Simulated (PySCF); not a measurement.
The free ion Tc+ in its d6 configuration. Only this configuration is treated; at so low a charge one with s electrons may lie lower or mix in.

Method (PySCF 2.14, density fitting): CASSCF(6,5) with orbitals averaged over all microstates of the shell, strongly contracted NEVPT2 on the averaged canonical orbitals; basis x2c-TZVPall; spin-free X2C; gas phase; spin-orbit coupling by state interaction with the mean-field operator over all roots.

Question: What is the ground state?

Answer: 5D (S = 2, orbital degeneracy 5), by NEVPT2.

Question: Which is the lowest state of another spin?

Answer: 3H at 13728 cm⁻¹ by NEVPT2; CASSCF alone puts it at 14645 cm⁻¹ above the same ground state.

Question: What are the magnetic parameters?

Answer: The lowest spin-orbit level is 9-fold with J = 4; the next lies at 829.8 cm⁻¹. μeff is 6.72 μB at 300 K and 6.70 μB at 10 K; the free-ion value g_J√(J(J+1)) for the Hund's-rule level J = 4 is 6.71 μB.

The job took 6.2 s on one thread of Intel Xeon Platinum 8488C (shared host), with 63 basis functions, launched as `OMP_NUM_THREADS=1 python lf_run.py task.json out`.
